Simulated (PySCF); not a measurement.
Molecule: `B(C=C)SC`, C$_{3}$H$_{7}$BS.

Geometry (Å), atoms numbered from 1 in this order:
```xyz
12

C     2.6645    0.0806   -0.5624
C     1.4141   -0.2126   -0.9188
B     0.1809    0.0232   -0.0187
S    -1.4090   -0.4501   -0.6259
C    -2.5288    0.0093    0.7447
H     3.5131   -0.0954   -1.2058
H     2.8857    0.5117    0.4014
H     1.2659   -0.6463   -1.9030
H     0.2619    0.4977    1.0486
H    -2.5429    1.0896    0.8469
H    -3.5186   -0.3539    0.4891
H    -2.1855   -0.4544    1.6634
```

Frames of a GFN2-xTB Langevin trajectory at 200 K; GIAO PBE0/pcSseg-1 shieldings in PySCF, gas phase, non-relativistic; equivalent atoms averaged within each frame.

Referencing at the same level of theory: TMS for 13C (σref 186.93), 1H (σref 31.72); 11B (σref 100.07) against BF3·OEt2; 33S (σref 503.73) against CS2. The references are static minima.

Problem. How do the shifts (ppm) fluctuate along the trajectory?

Solution. 
| time (fs) | C2 | C1 | C5 | B3 | S4 | H8 | H9 | H6 | H7 | H10/H11/H12 |
| --- | --- | --- | --- | --- | --- | --- | --- | --- | --- | --- |
| optimised geometry | 148.6 | 150.5 | 21.2 | 62.8 | 87 | 6.94 | 6.88 | 6.65 | 6.38 | 2.44 |
| 250 | 147.3 | 144.7 | 27.4 | 64.5 | 137 | 7.47 | 7.35 | 6.62 | 5.81 | 2.75 |
| 425 | 154.6 | 153.8 | 28.4 | 62.4 | 80 | 6.97 | 6.55 | 6.84 | 6.24 | 2.92 |
| 625 | 151.7 | 155.3 | 21.5 | 61.3 | 111 | 6.59 | 6.79 | 7.13 | 6.61 | 2.91 |
| 800 | 146.1 | 143.1 | 22.9 | 63.5 | 87 | 6.93 | 6.84 | 7.00 | 5.92 | 2.92 |
| 1000 | 146.1 | 139.7 | 27.6 | 69.3 | 122 | 7.04 | 7.84 | 6.26 | 5.98 | 2.82 |
| mean of frames | 149.2 | 147.3 | 25.5 | 64.2 | 107 | 7.00 | 7.07 | 6.77 | 6.11 | 2.86 |
| standard deviation | 3.8 | 6.9 | 3.2 | 3.1 | 24 | 0.31 | 0.52 | 0.34 | 0.32 | 0.08 |

5 frames give an uncertainty of the mean of about the standard deviation over 2.2 at best, since frames this close in time may not be independent; classical motion lacks zero-point vibration, and the reference would need the same averaging.
